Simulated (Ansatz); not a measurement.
CH3AlCl2, SMILES `Cl[CH2][AlH][Cl]`, relaxed with RKS PBE0-D4/def2-TZVP in the Gaussian-basis code of Ansatz from a PBE-D4/def2-SVP geometry. The force threshold is 0.005 eV/Å; the program also tests the step.

Total charge 0; spin multiplicity 1.

Start:

```xyz
7

Cl    0.251   -1.557    0.914
C     0.067    0.318    0.941
Al    0.054    0.059   -1.006
Cl   -1.839   -0.068   -1.957
H    -0.864    0.527    1.499
H     0.952    0.704    1.481
H     1.379    0.017   -1.873
```

```
step  energy (eV)  largest force (eV/Å)  largest move (Å)
   1  -32718.8798                 0.579             0.000
   2  -32718.9055                 0.225             0.026
   3  -32718.9099                 0.089             0.014
   4  -32718.9104                 0.018             0.008
   5  -32718.9104                 0.005             0.004
```

End:

```xyz
7

Cl    0.238   -1.526    0.885
C     0.067    0.320    0.934
Al    0.055    0.055   -0.994
Cl   -1.823   -0.078   -1.925
H    -0.850    0.523    1.481
H     0.940    0.689    1.466
H     1.372    0.018   -1.847
```

It took 23 s on 2 threads of an Arm Neoverse V1 on a shared host, with 0.38 GiB of host memory at the peak.
